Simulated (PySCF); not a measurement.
Species: C5H15NSi2.
SMILES: `C[SiH2]/C=C/[SiH2]N(C)C`

Torsions of this conformer, `[CH3:1][SiH2:2]/[CH:3]=[CH:4]/[SiH2:5][N:6]([CH3:7])[CH3:8]`: C1–Si2–C3–C4 -119°, C3–C4–Si5–N6 123°, C4–Si5–N6–C7 150°.

The closed-shell ground state was solved at several levels (PySCF, density fitting, gas phase, non-relativistic). One conformer (not necessarily the lowest) at the PBE0-D3(BJ)/def2-SVP geometry, without solvent, vibrations or thermal averaging.

| level | basis functions | HOMO (eV) | LUMO (eV) | gap (eV) | dipole (D) |
| --- | --- | --- | --- | --- | --- |
| PBE0/pcSseg-1 | 225 | -6.25 | -0.87 | 5.38 | 0.21 |
| wB97X-D/pcSseg-1 | 225 | -8.11 | 0.93 | 9.04 | 0.26 |

Problem. What might CAM-B3LYP/def2-SVPD (288 basis functions) give for the same quantities?

Solution. HOMO -7.63 eV, LUMO 0.26 eV, gap 7.89 eV, dipole 0.14 D.

Problem. Over all these levels, which gives the widest orbital gap and which the narrowest?

Solution. wB97X-D/pcSseg-1 (range-separated hybrid) has the widest, 9.04 eV, and PBE0/pcSseg-1 (global hybrid, 25 % exact exchange) the narrowest, 5.38 eV. The two share the basis. From the narrowest to the widest the HOMO moves by -1.86 eV and the LUMO by +1.80 eV.

Problem. How far do the dipole and the HOMO energy spread over the levels?

Solution. The dipole runs from 0.14 to 0.26 D (mean 0.20 D) and the HOMO from -8.11 to -6.25 eV.
